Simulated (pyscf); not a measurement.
Single points on ωB97X-D3(BJ)/def2-SVP structures (PySCF, gas phase).

Q: How much does it cost (ΔH, 298 K, ωB97M-D3(BJ)/def2-TZVP) to split `[OH][SiH]([OH])[O][Si]([OH])([OH])[OH]` at its O–Si bond into HO–SiH•–OH + •O–Si(OH)(OH)–OH?

A: O–Si to HO–SiH•–OH + •O–Si(OH)(OH)–OH: 6.28 eV. The 7 functionals that were run give +5.76 (PBE) to +6.36 eV (M06-2X). Other isomers of HO–SiH•–OH, •O–Si(OH)(OH)–OH were not searched in full and may lie lower.
